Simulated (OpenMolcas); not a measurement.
Tm3+ among 6 point charges of -1 e arranged as a trigonal antiprism (D3d), with a polar angle of 48.7° against the regular 54.74°.

```
Program             : OpenMolcas
Method              : SS-CASPT2, IPEA 0.25 Eh, imaginary shift 0.1 Eh (closed shells correlated: 5s 5p)
Basis               : ANO-RCC-VDZP [7s6p4d2f1g]
Scalar Hamiltonian  : DKH2, point nucleus
Active space        : 12 electrons in 7 orbitals (4f)
State averaging     : 2S+1 = 3 even, 21 roots; 2S+1 = 1 even, 27 roots kept (CI in the orbitals of an earlier block)
Spin-orbit coupling : RASSI with atomic mean-field integrals over the reference wave functions
```

All point charges move together. At R = 2.6 Å the width of the lowest J multiplet is 522 cm-1, and at R = 3.02 Å it is 298 cm-1.

Problem. A third run gives 444 cm-1. What distance was it run at?

Solution. With a power law R^-n the two known points give n = -ln(298 / 522) / ln(3.02 / 2.6) = 3.74. Then R = 2.6 × (522 / 444)^(1/3.74) = 2.715 Å. The run was at 2.72 Å, so the estimate is off by -0.005 Å.

Roots that are degenerate in the reference are averaged as groups; the widest CASPT2 spread within a group is 73 cm-1 (the 2-fold group of multiplicity 3 near 6650 cm-1 above the lowest state of its run, R = 3.02). Shifts and gaps below about the spread of the groups concerned are not significant. Point charges carry no covalency, so the field is a model and not that of real ligands. An unlabelled pair can be two single states that coincide in this model. No measured value stands beside these numbers.
